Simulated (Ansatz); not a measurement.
Zn3F4⁺. Charge 1, multiplicity 2. Geometry r2SCAN-D4/def2-SVP, basis def2-TZVP, Ansatz.

```xyz
7

Zn   -2.541    0.155    0.656
Zn    1.204    0.799   -0.974
Zn    0.130   -1.234    0.902
F    -0.569    0.380   -0.105
F     1.693   -0.765    0.067
F     1.648    2.053   -2.075
F    -1.565   -1.388    1.529
```

```tsv
run	HOMO (eV)	LUMO (eV)
A	-10.57	-9.62
B	-10.79	-9.09
C	-10.86	-10.07
D	-13.20	-6.26
E	-11.27	-8.41
F	-13.69	-5.98
```

LC-ωPBE has ω = 0.4 bohr⁻¹. Another isomer (doublet) lies 0.08 eV lower at PBE0-D4/def2-TZVP; other spin states weren't run for this one.

HOMO and LUMO are taken over both spins.

Question: The runs used LC-ωPBE, LDA (SPW92), PBE, PBE0, r2SCAN, ωB97X-V. Estimate which is which.

Answer: A PBE (0 % exact exchange); B r2SCAN (0 % exact exchange); C LDA (SPW92) (0 % exact exchange); D ωB97X-V (range-separated); E PBE0 (25 % exact exchange); F LC-ωPBE (range-separated). Exact exchange lowers occupied and raises empty levels; among semilocal functionals meta-GGAs tend to open the gap a little, and such runs are hard to tell apart. The gap grows from 0.79 eV (LDA (SPW92)) to 7.71 eV (LC-ωPBE).
